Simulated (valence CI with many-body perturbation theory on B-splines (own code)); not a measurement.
Sb³⁵⁺: fill in the table

Calculated by configuration interaction combined with many-body perturbation theory (CI+MBPT): six valence electrons over a frozen Dirac-Fock core [Ne], a basis of 9 s, 9 p, 8 d, 6 f, 3 g, 1 h functions for each j, with the one-electron correlation potential Σ1 (screened to all orders), the two-electron term Σ2, the three-electron term Σ3, Breit, model QED; selected single and double excitations, second order for the rest, scaled by the run's own slope (own B-spline code, finite nucleus).

No measured spectrum was set against this ion. As an estimate, large intervals hold to a few tenths of a per cent, small ones and those within an open d or f shell to about a per cent. Among the levels kept, up to 1500 cm⁻¹ of a level comes from second order outside the variational space, and about a tenth of that is noise between levels of different J, which matters for small intervals.

| Level | E (cm⁻¹) |
| --- | --- |
| (3s^2 3p1/2^2 3p3/2^2) J=2 | 0 |
| (3s^2 3p1/2^2 3p3/2^2) J=0 | 93707 |
| (3s^2 3p1/2 3p3/2^3) J=1 | 462030 |
| (3s^2 3p1/2 3p3/2^3) J=2 | ? |
| (3s^2 3p3/2^4) J=0 | 1015500 |
| (3s^2 3p1/2^2 3p3/2 3d3/2) J=2 | ? |
| (3s^2 3p1/2^2 3p3/2 3d3/2) J=1 | ? |
| (3s^2 3p1/2^2 3p3/2 3d3/2) J=3 | ? |
| (3s^2 3p1/2^2 3p3/2 3d3/2) J=0 | 1192300 |
| (3s^2 3p1/2^2 3p3/2 3d5/2) J=2 [a] | 1218500 |
| (3s^2 3p1/2^2 3p3/2 3d5/2) J=4 | 1286000 |
| (3s^2 3p1/2^2 3p3/2 3d5/2) J=2 [b] | 1389000 |
| (3s 3p1/2^2 3p3/2^3) J=1 | ? |
| (3s^2 3p1/2^2 3p3/2 3d5/2) J=3 | 1404100 |
| (3s^2 3p1/2^2 3p3/2 3d5/2) J=1 | 1486200 |
| (3s^2 3p1/2 3p3/2^2 3d3/2) J=0 | 1579100 |
| (3s^2 3p1/2 3p3/2^2 3d3/2) J=2 [a] | 1583500 |
| (3s^2 3p1/2 3p3/2^2 3d3/2) J=1 [a] | 1587700 |
| (3s^2 3p1/2 3p3/2^2 3d3/2) J=3 [a] | ? |
| (3s^2 3p1/2 3p3/2^2 3d3/2) J=4 | 1669900 |

Levels are named by their leading jj configuration (3d3/2^4 stands for four electrons in 3d with j = 3/2), which in mixed levels can hold well under half, so a name can repeat and another be missing. Letters in brackets count levels of one name in rising energy.

Task: The levels stand in rising order. What does the calculation give for the missing energies?

Result: (3s^2 3p1/2 3p3/2^3) J=2 514500; (3s^2 3p1/2^2 3p3/2 3d3/2) J=2 1152700; (3s^2 3p1/2^2 3p3/2 3d3/2) J=1 1171800; (3s^2 3p1/2^2 3p3/2 3d3/2) J=3 1192000; (3s 3p1/2^2 3p3/2^3) J=1 1389300; (3s^2 3p1/2 3p3/2^2 3d3/2) J=3 [a] 1617700.
